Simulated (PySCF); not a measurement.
Job file and geometry (Å, from GFN2-xTB) of a spin–spin coupling run on SMILES [n]1([GeH3])ncc(C=C)n1, C$_{4}$H$_{7}$GeN$_{3}$, PySCF 2.14.0, density-fitted response routines, B3LYP/pcJ-1 Ge:pcSseg-1 indirect spin-spin coupling, non-relativistic, gas phase; density fitting, a coarse starting grid and PySCF grid level 2 are the driver's defaults:

```
$ OMP_NUM_THREADS=1 python probes_run.py task.json out

{"job": {"kind": "j", "xc": "B3LYP", "basis": "pcJ-1"}, "charge": 0, "multiplicity": 1}
C      1.246659     0.974888     2.561815
C     -0.009525     0.831666     2.159899
C     -0.384203     0.306313     0.867064
C     -1.680551     0.113944     0.347538
N     -1.570324    -0.391478    -0.865998
N     -0.271855    -0.503410    -1.076408
Ge     0.415014    -1.086484    -2.673988
N      0.472124    -0.097884    -0.071591
H      2.065482     0.695195     1.921620
H      1.490866     1.371727     3.532169
H     -0.839846     1.109592     2.795812
H     -2.632482     0.312320     0.795606
H      0.582875     0.105126    -3.559005
H     -0.610991    -2.027072    -3.195996
H      1.722343    -1.706453    -2.330243
```

Question: Write the output of this run.

Answer: 
```
coarse grid: 60800 points
cycle   1  E = -2397.5884868080  dE =  7.417e-01  |g| = 1.012e+00  |ddm| = 3.775e+00
cycle   2  E = -2397.5095811190  dE =  7.891e-02  |g| = 1.159e+00  |ddm| = 1.252e+00
cycle   3  E = -2397.6651522784  dE = -1.556e-01  |g| = 2.857e-01  |ddm| = 8.687e-01
cycle   4  E = -2397.6809967754  dE = -1.584e-02  |g| = 1.106e-01  |ddm| = 2.754e-01
cycle   5  E = -2397.6831467962  dE = -2.150e-03  |g| = 2.061e-02  |ddm| = 7.651e-02
cycle   6  E = -2397.6832267277  dE = -7.993e-05  |g| = 9.480e-03  |ddm| = 2.119e-02
cycle   7  E = -2397.6832470075  dE = -2.028e-05  |g| = 1.648e-03  |ddm| = 8.065e-03
cycle   8  E = -2397.6832473913  dE = -3.838e-07  |g| = 1.044e-03  |ddm| = 1.723e-03
final grid: 128456 points
cycle   9  E = -2397.6832177448  dE =  6.924e-07  |g| = 2.146e-03  |ddm| = 2.693e-03
cycle  10  E = -2397.6832140527  dE =  3.692e-06  |g| = 4.725e-03  |ddm| = 4.763e-03
cycle  11  E = -2397.6832186716  dE = -4.619e-06  |g| = 2.994e-04  |ddm| = 3.428e-03
cycle  12  E = -2397.6832186913  dE = -1.962e-08  |g| = 2.462e-05  |ddm| = 2.318e-04
cycle  13  E = -2397.6832186914  dE = -1.005e-10  |g| = 8.252e-06  |ddm| = 2.169e-05
converged SCF energy = -2397.6832186914

Indirect spin-spin couplings (Hz)
  i      j    bonds     total        FC       PSO       DSO        SD
  0 C    1 C    1     77.261    86.940    -9.843     0.163         -
  0 C    2 C    2     -1.388    -1.487     0.097     0.002         -
  0 C    3 C    3      4.060     3.547     0.580    -0.067         -
  0 C    4 N    4      0.579     0.277    -0.004     0.030     0.276
  0 C    5 N    4     -0.323     0.057     0.009     0.015    -0.404
  0 C    7 N    3     -3.598    -2.283    -0.227    -0.019    -1.068
  0 C    8 H    1    167.167   166.311     0.220     0.636         -
  0 C    9 H    1    165.543   164.585     0.392     0.567         -
  0 C   10 H    2     -1.179     0.551    -1.195    -0.534         -
  0 C   11 H    4     -0.502    -0.578     0.358    -0.282         -
  0 C   12 H    6      0.206     0.270     0.079    -0.143         -
  1 C    2 C    1     72.781    74.959    -2.488     0.310         -
  1 C    3 C    2      8.220     8.230    -0.024     0.015         -
  1 C    4 N    3     -0.548    -0.374    -0.035     0.031    -0.171
  1 C    5 N    3     -3.195    -3.274    -0.104     0.020     0.164
  1 C    7 N    2     -7.102    -7.610     0.032    -0.008     0.483
  1 C    8 H    2     -2.744    -0.866    -1.442    -0.437         -
  1 C    9 H    2     -0.254     1.535    -1.295    -0.495         -
  1 C   10 H    1    162.075   160.838     0.344     0.893         -
  1 C   11 H    3      0.766     0.786    -0.002    -0.017         -
  1 C   12 H    5     -0.386    -0.306     0.127    -0.206         -
  2 C    3 C    1     56.849    62.645    -6.138     0.343         -
  2 C    4 N    2      1.421     0.496     0.443    -0.008     0.490
  2 C    5 N    2     -1.788    -1.266     0.131    -0.038    -0.614
  2 C    7 N    1     -0.971    -5.866     6.088    -0.133    -1.060
  2 C    8 H    3      8.055     8.194    -0.290     0.151         -
  2 C    9 H    3     12.359    12.421     0.313    -0.375         -
  2 C   10 H    2      6.157     6.565    -0.405    -0.003         -
  2 C   11 H    2     13.343    14.158    -0.560    -0.254         -
  2 C   12 H    4      0.195     0.333     0.174    -0.312         -
  2 C   13 H    4      1.543     1.766     0.198    -0.420         -
  3 C    4 N    1     -0.570    -5.798     6.315    -0.110    -0.977
  3 C    5 N    2     -0.643    -0.268     0.155    -0.029    -0.502
  3 C    7 N    2      1.215     0.291     0.393    -0.004     0.536
  3 C    8 H    4     -0.558    -0.647     0.333    -0.244         -
  3 C    9 H    4      0.301     0.201     0.364    -0.263         -
  3 C   10 H    3      2.447     2.578    -0.303     0.172         -
  3 C   11 H    1    198.596   197.638    -0.130     1.088         -
  3 C   14 H    4      1.614     1.849     0.231    -0.466         -
  4 N    5 N    1    -16.001   -12.584    -3.520     0.070     0.034
  4 N    7 N    2     -1.098     0.750    -2.392    -0.007     0.551
  4 N   11 H    2    -13.954   -14.998     0.916     0.119     0.009
  4 N   12 H    3     -0.172    -0.311     0.014     0.122     0.002
  4 N   13 H    3     -0.743    -0.795     0.135    -0.088     0.006
  4 N   14 H    3     -4.168    -4.420    -0.045     0.303    -0.006
  5 N    7 N    1    -15.971   -12.381    -3.543     0.071    -0.118
  5 N   11 H    3     -9.293    -9.265    -0.171     0.197    -0.055
  5 N   12 H    2     -3.890    -4.087     0.024     0.172     0.002
  5 N   13 H    2     -4.960    -5.144     0.064     0.128    -0.008
  5 N   14 H    2     -4.984    -5.173     0.060     0.137    -0.008
  7 N    8 H    4      0.496     0.404     0.287    -0.218     0.024
  7 N    9 H    4      0.296     0.366    -0.144     0.089    -0.015
  7 N   10 H    3     -3.746    -3.869    -0.074     0.164     0.034
  7 N   11 H    3     -0.574    -0.804    -0.068     0.240     0.058
  7 N   12 H    3     -0.106    -0.238     0.016     0.118    -0.002
  7 N   13 H    3     -4.081    -4.324    -0.040     0.294    -0.010
  7 N   14 H    3     -0.602    -0.649     0.130    -0.083    -0.000
  8 H    9 H    2      0.817     0.539     3.820    -3.541         -
  8 H   10 H    3     18.422    18.907     2.732    -3.217         -
  8 H   11 H    5      0.259     0.295     1.187    -1.222         -
  8 H   12 H    7     -0.414    -0.209     0.091    -0.296         -
  8 H   13 H    7     -0.660    -0.012     0.446    -1.094         -
  8 H   14 H    7      0.247    -0.045    -0.338     0.629         -
  9 H   10 H    3     12.239    12.646     0.280    -0.687         -
  9 H   11 H    5      0.189     0.219     0.852    -0.881         -
  9 H   12 H    7     -0.382    -0.216     0.512    -0.678         -
  9 H   13 H    7     -0.392    -0.017     0.626    -1.001         -
 10 H   11 H    4     -0.172    -0.251    -0.912     0.991         -
 10 H   13 H    6     -0.197     0.112     0.691    -0.999         -
 11 H   12 H    5     -0.540    -0.203     0.909    -1.246         -
 11 H   13 H    5     -0.195    -0.122     0.798    -0.871         -
 11 H   14 H    5     -0.164     0.419     1.126    -1.709         -
 12 H   13 H    2     15.907    19.945     1.290    -5.327         -
 12 H   14 H    2     16.095    20.097     1.277    -5.279         -
 13 H   14 H    2     13.997    18.532     1.418    -5.953         -
```

Size and cost of the density-fitted run: 300 basis functions, 3.7 min wall time on 1 thread of an Arm Neoverse N1, shared host.
